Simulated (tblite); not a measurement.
Input of a run (GFN2-xTB geometry optimisation, gas phase (tblite 0.8.0)), started from a force field or distance geometry:
```
{"job": {"kind": "relax", "xc": "GFN2-xTB", "basis": "xTB"}, "charge": 0, "multiplicity": 1}
C      4.104800    -0.439900     0.279500
C      2.660800    -0.274100    -0.074300
C      1.504400    -0.161800    -0.362900
P     -0.200300     0.043400    -0.831600
C     -0.413200     1.692900    -1.557800
O     -0.624100    -1.012300    -1.816200
C     -1.183400    -0.077700     0.684300
C     -1.408900    -1.500000     1.150700
C     -2.565600     0.434000     0.283800
H      4.114800    -1.070100     1.169300
H      4.569600     0.557300     0.463100
H      4.662900    -0.923300    -0.541600
H     -0.052900     2.425500    -0.789200
H      0.236400     1.807600    -2.439100
H     -1.491600     1.887300    -1.772400
H     -0.737400     0.545400     1.491200
H     -1.724600    -2.082900     0.258000
H     -0.570000    -1.944600     1.701400
H     -2.315200    -1.490500     1.832200
H     -2.695700     0.094000    -0.777800
H     -2.569400     1.544600     0.335000
H     -3.311800    -0.035400     0.928400
```

Output (eV, eV/Å):
```
step      E/eV     max force
  0    -766.69036    3.397
  1    -766.85372    3.590
  2    -766.97228    2.098
  3    -767.02311    1.642
  4    -767.06473    0.586
  5    -767.10220    0.478
  6    -767.11895    0.458
  7    -767.13549    0.234
  8    -767.14784    0.296
  9    -767.16290    0.324
 10    -767.17533    0.276
 11    -767.18640    0.234
 12    -767.19523    0.203
 13    -767.20314    0.226
 14    -767.21088    0.236
 15    -767.21837    0.182
 16    -767.22508    0.195
 17    -767.23055    0.187
 18    -767.23431    0.111
 19    -767.23682    0.096
 20    -767.23886    0.114
 21    -767.24096    0.142
 22    -767.24327    0.119
 23    -767.24566    0.121
 24    -767.24805    0.138
 25    -767.25062    0.139
 26    -767.25355    0.156
 27    -767.25660    0.128
 28    -767.25924    0.109
 29    -767.26138    0.116
 30    -767.26335    0.123
 31    -767.26533    0.141
 32    -767.26702    0.113
 33    -767.26816    0.060
 34    -767.26901    0.058
 35    -767.26992    0.077
 36    -767.27097    0.090
 37    -767.27196    0.070
 38    -767.27281    0.066
 39    -767.27372    0.066
 40    -767.27488    0.104
 41    -767.27616    0.120
 42    -767.27716    0.083
 43    -767.27779    0.062
 44    -767.27826    0.070
 45    -767.27872    0.066
 46    -767.27913    0.053
 47    -767.27948    0.046
 48    -767.27983    0.060
 49    -767.28023    0.057
 50    -767.28068    0.052
 51    -767.28097    0.031
 52    -767.28116    0.038
 53    -767.28146    0.042
 54    -767.28186    0.047
 55    -767.28234    0.046
 56    -767.28280    0.044
 57    -767.28327    0.050
 58    -767.28381    0.050
 59    -767.28435    0.044
 60    -767.28469    0.026
 61    -767.28483    0.026
 62    -767.28493    0.026
 63    -767.28505    0.024
 64    -767.28520    0.027
 65    -767.28535    0.024
 66    -767.28546    0.020
 67    -767.28556    0.023
 68    -767.28570    0.029
 69    -767.28586    0.031
 70    -767.28601    0.025
 71    -767.28614    0.029
 72    -767.28628    0.029
 73    -767.28647    0.035
 74    -767.28666    0.035
 75    -767.28679    0.021
 76    -767.28686    0.016
 77    -767.28692    0.018
 78    -767.28702    0.029
 79    -767.28720    0.041
 80    -767.28748    0.042
 81    -767.28779    0.040
 82    -767.28807    0.038
 83    -767.28830    0.043
 84    -767.28854    0.045
 85    -767.28886    0.044
 86    -767.28924    0.042
 87    -767.28957    0.034
 88    -767.28983    0.031
 89    -767.29008    0.044
 90    -767.29037    0.030
 91    -767.29058    0.027
 92    -767.29069    0.021
 93    -767.29076    0.019
 94    -767.29083    0.017
 95    -767.29092    0.018
 96    -767.29099    0.016
 97    -767.29103    0.012
 98    -767.29105    0.010
 99    -767.29107    0.009
```

Question: Summarise the run.

Answer: The energy falls by 13.9 kcal/mol over 99 L-BFGS steps, the largest force on an atom goes from 3.40 to 0.009 eV/Å, and the atoms move by 0.308 Å rms after alignment. The bond that changes most is C1–C2 (propargylic carbon to alkyne carbon), which shortens by 0.053 Å. Bonds longer at the end by more than 0.005 Å: 4 of 21; shorter: 15. Among the angles that change most is P4–C7–C8, from 113.7° to 106.4°. Among the dihedrals that turn most is C8–C7–C9–H22, from 33° to 53°. The energy never rose by more than 1e-5 eV on the way. The first step brought 27 % of the lowering.

Question: What are the final bond lengths?

Answer: C1–C2 1.443 Å, C2≡C3 1.204 Å, C3–P4 1.773 Å, P4–C5 1.833 Å, P4=O6 1.467 Å, P4–C7 1.852 Å, C7–C8 1.522 Å, C7–C9 1.521 Å, C1–H10 1.090 Å, C1–H11 1.090 Å, C1–H12 1.090 Å, C5–H13 1.086 Å, C5–H14 1.089 Å, C5–H15 1.088 Å, C7–H16 1.094 Å, C8–H17 1.089 Å, C8–H18 1.090 Å, C8–H19 1.089 Å, C9–H20 1.089 Å, C9–H21 1.089 Å, C9–H22 1.089 Å. Numbering counts from 1 in the input's order; the species is `CC#C[P@@](C)(=O)C(C)C`.

Its GFN2-xTB frequencies are all real (lowest 32 cm⁻¹). The numbers are those of one conformer. 2 starts were optimised and ended at 0.00 and 0.16 kcal/mol (GFN2-xTB); the lowest of these is shown.

These are computed values.
